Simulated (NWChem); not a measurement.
Program: NWChem. System: CdS, charge 0, spin multiplicity 1, at a geometry optimised with PBE0/def2-SVP with def2 effective core potentials on Cd. The structure started from a generated list of species. Level: CR-CCSD(T)/def2-SVP with def2 effective core potentials on Cd, 9 core orbitals frozen.

Output (cleaned and shortened):

```
             Northwest Computational Chemistry Package (NWChem) 7.3.0
             --------------------------------------------------------

                                NWChem Input Module
                                -------------------

 Scaling coordinates for geometry "geometry" by  1.889725989
 (inverse scale =  0.529177249)

 Turning off AUTOSYM since
 SYMMETRY directive was detected!

                             Geometry "geometry" -> ""
                             -------------------------

 Output coordinates in angstroms (scale by  1.889725989 to convert to a.u.)

  No.       Tag          Charge          X              Y              Z
 ---- ---------------- ---------- -------------- -------------- --------------
    1 Cd                  48.0000     0.00000000     0.00000000     0.56144700
    2 S                   16.0000     0.00000000     0.00000000    -1.68434200

 Effective nuclear repulsion energy (a.u.)     180.9645194770

            Nuclear Dipole moment (a.u.)
            ----------------------------
        X                 Y               Z
 ---------------- ---------------- ----------------
     0.0000000000     0.0000000000    -0.0000302356

      Symmetry information
      --------------------

 Group name             C2v
 Group number             16
 Group order               4
 No. of unique centers     2

      Symmetry unique atoms

     1    2


 Summary of "ao basis" -> "" (spherical)
 ------------------------------------------------------------------------------
       Tag                 Description            Shells   Functions and Types
 ---------------- ------------------------------  ------  ---------------------
 *                          def2-svp                  on all atoms

 Summary of "ao basis" -> "ao basis" (spherical)
 ------------------------------------------------------------------------------
       Tag                 Description            Shells   Functions and Types
 ---------------- ------------------------------  ------  ---------------------
 Cd                         def2-svp                11       31   5s3p2d1f
 S                          def2-svp                 8       18   4s3p1d

                                 NWChem SCF Module
                                 -----------------

  ao basis        = "ao basis"
  functions       =    49
  atoms           =     2
  closed shells   =    18
  open shells     =     0
  charge          =   0.00
[...]
     2   1 0 1      0.000000      0.000000      0.000000
     2   0 2 0    -25.847872      0.000000      0.000000
     2   0 1 1      0.000000      0.000000      0.000000
     2   0 0 2    -25.858249      0.000000    184.611820

                   NWChem Extensible Many-Electron Theory Module
                   ---------------------------------------------


            General Information
            -------------------
      Number of processors :     1
         Wavefunction type : Restricted Hartree-Fock
          No. of electrons :    36
           Alpha electrons :    18
            Beta electrons :    18
           No. of orbitals :    98
            Alpha orbitals :    49
             Beta orbitals :    49
        Alpha frozen cores :     9
         Beta frozen cores :     9
     Alpha frozen virtuals :     0
      Beta frozen virtuals :     0
         Spin multiplicity : singlet
    Number of AO functions :    49
       Number of AO shells :    19
        Use of symmetry is : on
      Symmetry adaption is : on
         Schwarz screening : 0.10D-09

          Correlation Information
          -----------------------
          Calculation type : Coupled-cluster singles & doubles w/ perturbation
   Perturbative correction : Completely renormalized (T)
            Max iterations :      100
        Residual threshold : 0.10D-05
     T(0) DIIS level shift : 0.00D+00
     L(0) DIIS level shift : 0.00D+00
     T(1) DIIS level shift : 0.00D+00
     L(1) DIIS level shift : 0.00D+00
     T(R) DIIS level shift : 0.00D+00
     T(I) DIIS level shift : 0.00D+00
   CC-T/L Amplitude update :  5-th order DIIS
                I/O scheme : Global Array Library
        L-threshold :  0.10D-05
        EOM-threshold :  0.10D-05
 no EOMCCSD initial starts read in
 TCE RESTART OPTIONS
 SLICE:      F
 D4D5:       F
 quantumc:   F
 qrotation:  F
 pwtce:      F
 qducc:      F
 nacto:                         0
 nrotv:                         0
 nrot:                          0

            Memory Information
            ------------------
          Available GA space size is     249034399 doubles
          Available MA space size is     104841452 doubles

 Maximum block size supplied by input
 Maximum block size        24 doubles

 tile_dim =     14

 -------------------------------------------------

 Global array virtual files algorithm will be used

 Parallel file system coherency ......... OK

 4-electron integrals stored in orbital form

 v2    file size   =           174814
 4-index algorithm nr.  13 is used
 imaxsize =       30
 imaxsize ichop =        0


CCSD iterations
 ---------------------------------------------------------
 Iter          Residuum       Correlation     Cpu    Wall
 ---------------------------------------------------------
    1   0.1274536384051  -0.4091300895502     0.1     0.1
    2   0.0312329512427  -0.4006719138649     0.1     0.1
    3   0.0117796269561  -0.4073640330134     0.1     0.1
    4   0.0063971796849  -0.4079551047577     0.1     0.1
    5   0.0029029022675  -0.4088129469207     0.1     0.1
    6   0.0011595650708  -0.4091294106958     0.1     0.1
    7   0.0006418974120  -0.4091790010352     0.1     0.1
    8   0.0002864046846  -0.4092084561647     0.1     0.1
    9   0.0002113789604  -0.4091990683513     0.1     0.1
   10   0.0001039421523  -0.4092168954939     0.2     0.2
   11   0.0000374492004  -0.4092194214581     0.1     0.1
   12   0.0000179685998  -0.4092218038806     0.1     0.1
   13   0.0000140233344  -0.4092222239703     0.1     0.1
   14   0.0000091721553  -0.4092221172387     0.1     0.1
   15   0.0000068141845  -0.4092222495813     0.1     0.1
   16   0.0000009782192  -0.4092222384497     0.1     0.1
 -----------------------------------------------------------------
 Iterations converged
 CCSD correlation energy / hartree =        -0.409222238449717
 CCSD total energy / hartree       =      -564.595811636620965

 Singles contributions

 Doubles contributions
    19a1  (alpha)    19a1  (beta ) ---    16a1  (alpha)    16a1  (beta )       -0.1364488798
 CR-CCSD(T)

 CR-CCSD[T]  correction energy / hartree =        -0.012519500544142
 CR-CCSD[T] correlation energy / hartree =        -0.421741738993859
 CR-CCSD[T] total energy / hartree       =      -564.608331137165123
 CR-CCSD(T)  correction energy / hartree =        -0.011090868015604
 CR-CCSD(T) correlation energy / hartree =        -0.420313106465321
 CR-CCSD(T) total energy / hartree       =      -564.606902504636537

 Task  times  cpu:        3.9s     wall:        3.9s

 Total times  cpu:        4.0s     wall:        4.0s
```

Problem. Write an NWChem input that would produce this output.

Solution. This is not unique; one that fits is 
```
start mol
memory heap 100 mb stack 700 mb global 1900 mb
geometry units angstroms nocenter noautoz
  Cd     0.000000     0.000000     0.561447
  S      0.000000     0.000000    -1.684342
  symmetry group C2v
end
basis spherical
  * library def2-svp
end
ecp
  Cd library def2-ecp
end
scf
  rhf
  nopen 0
  maxiter 100
  thresh 1e-7
  semidirect memsize 60000000 filesize 0
end
tce
  freeze core 9
  cr-ccsd(t)
  2eorb
  2emet 13
  thresh 1e-6
  maxiter 100
  tilesize 24
end
task tce energy
```
